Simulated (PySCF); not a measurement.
# In²⁺ (indium, charge +2) across methods

[Kr] 4d10 5d1, 2D determinant (an excited configuration). All numbers are calculated (PySCF 2.14, scalar relativity by spin-free X2C-1e, in x2c-TZVPPall with one added diffuse shell each of s, p, d, f type (9s7p5d3f, 76 functions)).

```csv
method,E (hartree),mean ε 4d α (eV),mean ε 4d β (eV),mean ε 5d α (eV),Σ⟨r²⟩ (bohr²),⟨S²⟩
r2SCAN,-5879.45,-41.115,-41.080,-10.616,44.80,0.750
LDA,-5873.56,-40.869,-40.817,-10.528,44.77,0.750
wB97M-V,-5879.04,-45.716,-45.666,-11.867,45.89,0.750
PBE,-5879.01,-40.643,-40.597,-10.716,44.91,0.750
UHF,-5876.87449,-49.615,-49.533,-11.724,47.03,0.750
M06-2X,-5879.94,-45.777,-45.748,-11.438,45.12,0.750
wB97X,-5879.64,-45.576,-45.552,-12.170,45.57,0.750
TPSS,-5879.20,-40.623,-40.586,-10.643,45.04,0.750
```

Q: Estimate the same row for PBE0.

A: E (hartree) = -5879.11; mean ε 4d α (eV) = -43.175; mean ε 4d β (eV) = -43.120; mean ε 5d α (eV) = -11.056; Σ⟨r²⟩ (bohr²) = 45.20; ⟨S²⟩ = 0.750.

The outer electron is Rydberg-like, and this basis confines it to a smaller radius and binds it less than a complete one would.
